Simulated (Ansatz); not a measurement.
Gas-phase electronic energies from Ansatz, PBE0-D4/def2-TZVP geometries. CCSD(T)/CBS is the MP2 limit (def2-TZVPP, def2-QZVPP) plus CCSD(T) − MP2 in def2-TZVPP, frozen cores. Functionals use def2-TZVPP. For Ge outer-core shells are correlated without core-valence functions, which leaves a few kJ/mol of doubt a bond. Scalar relativity is left out up to krypton. One conformer a species, not always the lowest.

`CO[Si](C)(F)[GeH3]` + `F[SiH](F)S` → `F[SiH](F)[S][GeH3]` + `CO[SiH](C)F`  (cleavage of the Ge–Si bond)

`CO[Si](C)(F)[GeH3]`:

Cartesian coordinates in Å:
```
C 0.008 0.105 -2.342
O -0.541 0.615 -1.147
Si 0.143 0.529 0.332
C -1.010 1.358 1.513
F 1.534 1.334 0.313
Ge 0.702 -1.721 0.912
H 0.867 0.699 -2.664
H 0.326 -0.938 -2.228
H -0.760 0.149 -3.115
H -1.963 0.826 1.557
H -0.582 1.386 2.518
H -1.203 2.384 1.189
H 1.677 -2.354 -0.096
H -0.561 -2.601 0.958
H 1.362 -1.772 2.300
```

`F[SiH](F)S`:

Z-matrix (Å, degrees):
```
Si
F 1 1.585
S 1 2.104 2 111.3
F 1 1.585 2 105.3 3 120.8
H 1 1.470 2 109.7 3 -121.2
H 3 1.346 1 93.3 2 58.6
```

`F[SiH](F)[S][GeH3]`:

```xyz
9

F     1.766    0.111    1.493
Si    0.590    1.088    1.068
F     1.061    1.728   -0.308
S    -1.226    0.073    0.839
Ge   -0.727   -1.095   -1.014
H     0.464    2.143    2.085
H     0.750   -1.498   -0.969
H    -1.646   -2.319   -0.953
H    -1.033   -0.230   -2.241
```

`CO[SiH](C)F`:

Cartesian coordinates in Å:
```
C 0.844 1.445 1.327
O 0.360 0.213 0.840
Si -0.300 -0.007 -0.632
C -0.634 -1.806 -0.849
F -1.678 0.805 -0.734
H 1.494 1.246 2.180
H 1.424 1.980 0.565
H 0.021 2.086 1.654
H 0.580 0.585 -1.672
H -1.291 -2.172 -0.057
H 0.297 -2.376 -0.812
H -1.116 -1.996 -1.811
```

Problem. Is it downhill or uphill in electronic energy at CCSD(T)/CBS, and by how much? (Estimate.)

Solution. Ansatz gave: Downhill: ΔE = -0.48 eV.

Problem. What do these levels give: r2SCAN-D4, PBE0-D4, ωB97X-V, PBE0, MP2/def2-TZVPP, CCSD(T)/def2-TZVPP? (An estimate is asked.)

Solution. Ansatz gave: r2SCAN-D4 -0.45, PBE0-D4 -0.43, ωB97X-V -0.48, PBE0 -0.44, MP2/def2-TZVPP -0.55, CCSD(T)/def2-TZVPP -0.48 eV.

Largest T1 diagnostic among the species: 0.012.

From PBE to PBE0 (25 % exact exchange), in def2-TZVPP and without D4, ΔE moves by −0.06 eV. In def2-TZVPP, CCSD(T) changes the Hartree–Fock value by +0.17 eV (the triples alone add +0.01 eV) and MP2 by +0.10 eV.
